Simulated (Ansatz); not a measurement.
BBrH₃OSi (`[SiH3]O[B]Br`) radical. The species carries charge 0 and has multiplicity 2.

Z-matrix (Å, degrees):
```
Si
O 1 1.677
H 1 1.480 2 109.0
H 1 1.478 2 105.7 3 119.4
H 1 1.480 2 109.0 3 -121.2
B 2 1.316 1 135.5 3 60.2
Br 6 1.934 2 124.7 1 -0.0
```

Task: What are the harmonic wavenumbers in cm⁻¹ at PBE0-D4/def2-TZVP (Ansatz, finite differences of forces, unscaled)? (Best estimate.)

Result: Computed: 61, 74, 204, 351, 617, 709, 722, 769, 946, 954, 954, 1424, 2255, 2266, 2275.

Task: Is this a minimum?

Result: Yes, all 15 modes are real.

Task: Give the ideal-gas thermochemistry at 298.15 K and 1 bar (rigid rotor, harmonic oscillator; point group Cs, symmetry number 1).

Result: Zero-point energy 87.2 kJ/mol; H(298) − E = 105.3 kJ/mol; entropy 344.9 J/(mol·K), of which translation 170.3, rotation 113.1, vibration 55.8, electronic 5.8; G(298) − E = 2.4 kJ/mol. Modes under 100 cm⁻¹ are hindered rotations or soft bends, so the harmonic entropy is rough.

Task: And at 400, 500, 600, 800 and 1000 K?

Result: 
```tsv
T (K)	H − E (kJ/mol)	S (J/mol/K)	G − E (kJ/mol)
400	114.5	371.5	-34.1
500	124.7	394.3	-72.4
600	135.9	414.5	-112.8
800	160.2	449.5	-199.3
1000	186.5	478.7	-292.2
```
